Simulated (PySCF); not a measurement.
Argon: a sound run and one with changed settings

Sound run: Ar²⁺ [Ne] 3s2 3p4, Ar³⁺ [Ne] 3s2 3p3. Calculation: PySCF 2.14, in cc-pV(T+d)Z (5s4p3d1f, 39 functions); no relativity, point nucleus. In the sound run the correlated levels freeze [Ne]. The sound run starts from symmetry-adapted Hartree-Fock orbitals and uses a fine grid where one is needed.

Changed run: the spin-free X2C one-electron Hamiltonian (Gaussian nucleus). This setting is unsound on purpose.

```tsv
species	method	sound run (hartree)	changed run (hartree)	converged
Ar²⁺	UHF	-525.30838	-526.89328	yes
Ar²⁺	PBE	-525.74531	-527.32832	yes
Ar²⁺	PBE0	-525.78861	-527.37221	yes
Ar²⁺	MP2	-525.43900	-527.02389	yes
Ar²⁺	CCSD(T)	-525.46962	-527.05436	yes
Ar³⁺	UHF	-523.86083	-525.44551	yes
Ar³⁺	PBE	-524.24877	-525.83167	yes
Ar³⁺	PBE0	-524.29204	-525.87551	yes
Ar³⁺	MP2	-523.96239	-525.54700	yes
Ar³⁺	CCSD(T)	-523.98797	-525.57244	yes
```

Ionisation energy of Ar²⁺:

```tsv
method	sound run (eV)	changed run (eV)
UHF	39.390	39.396
PBE	40.723	40.726
PBE0	40.724	40.727
MP2	40.181	40.188
SCS-MP2	40.265	40.272
CCSD	40.292	40.299
CCSD(T)	40.318	40.325
```

Most of the change in total energy is the relativistic energy itself. On top of that the contraction fixes the core shape for the Hamiltonian it was made with, so the changed run is not a good calculation with the other Hamiltonian either.

For comparison, NIST gives 40.735 ± 0.012 eV between the lowest levels.
